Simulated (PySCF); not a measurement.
# [Sc(F)3] (charge 0, multiplicity 1)

These are PBE-D3(BJ)/def2-TZVP // BP86-D3(BJ)/def2-SVP (PySCF 2.14.0) values and carry that method's errors.

HOMO: -9.18 eV
dipole moment: 0.07 D
LUMO: -3.48 eV
HOMO–LUMO gap: 5.70 eV
charge on the central atom (Mulliken): 1.36 e
charge on the central atom (meta-Löwdin): 1.44 e
total energy: -1060.1384 Ha
cost: roughly 21 core-seconds

```xyz
4

Sc    -0.0393     0.0327    -0.0414
F     -0.5711     1.7485    -0.4045
F      0.8178    -0.3464     1.5328
F     -0.3875    -1.3066    -1.2426
```
Charge 0, spin multiplicity 1.
